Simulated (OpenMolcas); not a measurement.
**Levels of Ce III by method**

* Program: OpenMolcas
* Basis: ANO-RCC-VQZP [9s8p6d4f3g2h]
* Scalar Hamiltonian: DKH2, point nucleus
* Active space: 8 electrons in 10 orbitals (RAS1 5p, at most 2 holes; RAS2 4f)
* State averaging: 2S+1 = 3 even, 21 roots; 2S+1 = 1 even, 27 roots
* Spin-orbit coupling: RASSI with atomic mean-field integrals over the reference wave functions, term energies averaged over their components

Methods on the same reference wave functions:
A. RASSCF
B. SS-RASPT2, IPEA 0.25 Eh, imaginary shift 0.1 Eh (closed shells correlated: 5s)

Energies in cm-1 above 4f2 3H4, the measured ground level; measured values from Martin, Zalubas and Hagan, Atomic Energy Levels: The Rare-Earth Elements, NSRDS-NBS 60 (1978).

| Level | A | B | Measured |
| --- | --- | --- | --- |
| 4f2 3H4 | 0.0 | 0.0 | 0.0 |
| 4f2 3H5 | 1638 | 1950 | 1528 |
| 4f2 3H6 | 3396 | 3690 | 3127 |
| 4f2 3F2 | 5033 | 4400 | 3763 |
| 4f2 3F3 | 6090 | 5580 | 4765 |
| 4f2 1D2 | 17585 | 11860 | 12835 |
| 4f2 1I6 | 21993 | 15940 | 17421 |
| 4f2 3P0 | 22687 | 21000 |  |
| 4f2 3P1 | 22985 | 21300 | 16524 |
| 4f2 3P2 | 23837 | 22050 |  |

Deviations, from unrounded energies. A percentage is the sum of absolute deviations over the sum of measured energies, with the sign that they share, or ± where signs differ.

```tsv
Against measurement	Levels	A	B
mean absolute deviation (cm-1)	7	2700	1400
fine structure of the ground term (%)	2	+8.1	+21.2
other terms of the ground configuration (%)	5	+33.2	±15.7
```

B lies closest to measurement on these levels. The largest miss of B in the table is 4f2 3P1, by +4800 cm-1. The ranking rests on the paired levels alone, and a cruder setting can come out closer through cancelling errors.

From A to B the spin-free energies of the other terms of 4f2 shown, above 3H, scale by factors of 0.60 to 0.91.

The lowest spin-free term lies below A's lowest term by 0.167 hartree in B.

CASPT2 breaks the degeneracy within a term, and the mean is taken; among the terms shown or strongly mixed into the levels shown the widest spread is 1100 cm-1 (4f2 1I, B). High states are left out of the spin-orbit mixing, which shifts the levels that they would mix with. Active for correlation alone: 5p; no level in the range computed is led by a configuration that opens it, so any true level of that kind is missing. Without dynamic correlation excited terms often stand tens of per cent too high (terms of higher spin than the ground term too low), and those without a measured partner can miss by more than the paired ones (holds for A). Some levels mix across a computed gap that differs much from the measured one, so their mixing is not that of the real levels (holds for A). The CASPT2 spread within a term exceeds the gap to the next term for 4f2 3H and 4f2 1G, so the order of their levels is uncertain, and so are names and mixing where such terms share a J (holds for B). Some terms miss by over 15 % even with CASPT2, which points to a basis or an active space too small for the shells correlated (holds for B). Computed and measured levels are paired by configuration, term and J; levels that our copy of the source lacks, or whose pairing is in doubt (as where it misses far off the trend of its configuration), stay unpaired and out of the deviations. Only configurations of the active space appear. The table leaves out levels that lie high or whose names do not pair safely across all columns.
